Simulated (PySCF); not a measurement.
One of the candidates below gave these computed data.

All candidates are C2H13NOSi3.

| technique | computed result |
| --- | --- |
| Polarisability | 115.0 au [PBE0/def2-SVPD] |
| 1H NMR | chemical shifts (computed TMS as zero) by class: 4.92 (2 H), 4.72 (2 H), 4.42 (3 H), 3.70 (3 H), 0.45 (3 H) ppm [GIAO B97-2/pcSseg-1] |
| Valence photoelectron | vertical ionisation energy: 9.00 eV [ΔSCF PBE0/def2-SVPD] |
| Dipole | 0.55 D [PBE0/def2-SVPD] |
| Rotational structure | rotational constants A, B, C: 2.103, 0.932, 0.667 GHz [PBE0-D3(BJ)/def2-SVP] |
| 13C NMR | chemical shifts (computed TMS as zero) by class: 51.9 (1 C), -4.6 (1 C) ppm [GIAO B97-2/pcSseg-1] |
| XPS | Si2p3/2 106.6, Si2p3/2 107.0, Si2p3/2 107.3, C1s 290.1, C1s 292.5, N1s 403.6, O1s 538.0, Si1s 1846.5, Si1s 1846.9, Si1s 1847.3 eV [ΔSCF SCAN, pcX-2 on the ionised atom, pcseg-1 elsewhere, spin-free X2C, 2p3/2 from a spin–orbit splitting computed afterwards within the 2p shell] |

Electronic properties: PySCF, gas phase, density fitting. Levels stand in brackets. Isolated species at its PBE0-D3(BJ)/def2-SVP geometry (one conformer only). NMR classes are plain means over equivalent atoms (diastereotopic ones count apart unless rotation or inversion swaps them), as if these changed places fast.

Question: Which candidate is it?
A. `CO[SiH2]N([SiH3])[SiH2]C`
B. `CN(C)[Si@@H]([SiH3])O[SiH3]`
C. `CN(C)[SiH2]O[SiH2][SiH3]`

Answer: A. It is `CO[SiH2]N([SiH3])[SiH2]C`. Numbering: `[CH3:1][O:2][SiH2:3][N:4]([SiH3:5])[SiH2:6][CH3:7]`. Its formula, C2H13NOSi3, gives 0 degrees of unsaturation, so no ring and no π bond. 2 carbons fall into 2 classes; from least to most shielded: methoxy carbon [C1] (51.9 ppm), Si-methyl carbon [C7] (-4.6 ppm). Hydrogen classes from least to most shielded: 2 H on an oxygen-bound silicon, Si3 (4.92 ppm), 2 H on an SiH2 silicon, Si6 (4.72 ppm), 3 H on an SiH3 silicon, Si5 (4.42 ppm), 3 H on a methoxy carbon, C1 (3.70 ppm), 3 H on an Si-methyl carbon, C7 (0.45 ppm). The core levels belong to: Si2p3/2 106.6 eV, SiH2 silicon [Si6]; Si2p3/2 107.0 eV, SiH3 silicon [Si5]; Si2p3/2 107.3 eV, oxygen-bound silicon [Si3]; C1s 290.1 eV, Si-methyl carbon [C7]; C1s 292.5 eV, methoxy carbon [C1]; N1s 403.6 eV, nitrogen bridging silicon atoms [N4]; O1s 538.0 eV, silyl ether oxygen [O2]; Si1s 1846.5 eV, SiH2 silicon [Si6]; Si1s 1846.9 eV, SiH3 silicon [Si5]; Si1s 1847.3 eV, oxygen-bound silicon [Si3]. The first electron is taken from the HOMO, whose largest Löwdin shares are 0.44 on the nitrogen bridging silicon atoms, 0.09 on the SiH2 silicon, 0.09 on the oxygen-bound silicon and 0.07 on the SiH3 silicon. By its constants the optimised geometry is an asymmetric top.

The others, at the same levels:
- `CN(C)[SiH2]O[SiH2][SiH3]` fails: it has 1 carbon class against 2; its computed 13C shifts are 38.0 (2 C) ppm, core binding energies are Si2p3/2 106.3, Si2p3/2 107.0, Si2p3/2 107.2, C1s 291.6 (×2), N1s 404.4, O1s 537.5, Si1s 1846.0, Si1s 1846.8, Si1s 1847.3 eV and 1H shifts are 5.17 (2 H), 4.64 (2 H), 3.32 (3 H), 2.47 (6 H) ppm.
- `CN(C)[Si@@H]([SiH3])O[SiH3]` fails: it has 1 carbon class against 2; its computed 13C shifts are 41.1 (2 C) ppm, core binding energies are Si2p3/2 106.3, Si2p3/2 106.8, Si2p3/2 107.3, C1s 291.5 (×2), N1s 404.3, O1s 537.3, Si1s 1846.0, Si1s 1846.9, Si1s 1847.2 eV and 1H shifts are 4.95 (1 H), 4.80 (3 H), 3.31 (3 H), 2.68 (6 H) ppm.

Each candidate is one conformer, not necessarily the lowest. Dipoles, sizes and rotational constants follow the conformer. The torsions of the flexible species, by atom-mapped SMILES:
- `[CH3:1][O:2][SiH2:3][N:4]([SiH3:5])[SiH2:6][CH3:7]`: C1–O2–Si3–N4 177°, O2–Si3–N4–Si5 -179°, Si3–N4–Si6–C7 179°
- `[CH3:1][N:2]([CH3:3])[SiH2:4][O:5][SiH2:6][SiH3:7]`: C1–N2–Si4–O5 133°, N2–Si4–O5–Si6 -42°, Si4–O5–Si6–Si7 9°
- `[CH3:1][N:2]([CH3:3])[Si@@H:4]([SiH3:5])[O:6][SiH3:7]`: C1–N2–Si4–Si5 158°, N2–Si4–O6–Si7 -30°
